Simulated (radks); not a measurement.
Results of a calculation; reference values are marked as such.
Orbital eigenvalues (eV) of the silver ion Ag+, [Kr] 4d10, at several levels of relativity; Dirac values are averaged over j with weights 2j + 1. Spin-unpolarised spherical Kohn-Sham, PBE, point nucleus unless stated (finite: rms radius 4.5454 fm), a radial shooting solver on a logarithmic mesh with Libxc functionals. A level marked "c x" has the speed of light scaled by that factor and shares open shells by 2j + 1; other Dirac levels either fill j = l - 1/2 first or share by 2j + 1.

shell,non-rel.,scalar-rel.,"Dirac, 2j+1 shares","Dirac, c x 0.85","change of magnitude, last against first (%)"
1s,-24536,-25339,-25324,-25654,+4.55
2s,-3544.8,-3737.6,-3734.4,-3814.8,+7.62
2p,-3299.1,-3353.3,-3354.0,-3376.8,+2.36
3s,-653.21,-691.84,-691.30,-707.46,+8.31
3p,-554.22,-565.61,-565.84,-570.65,+2.96
3d,-371.27,-366.59,-366.25,-364.22,-1.90
4s,-95.741,-103.28,-103.22,-106.41,+11.14
4p,-64.711,-66.824,-66.909,-67.832,+4.82
4d,-15.873,-15.639,-15.641,-15.560,-1.97
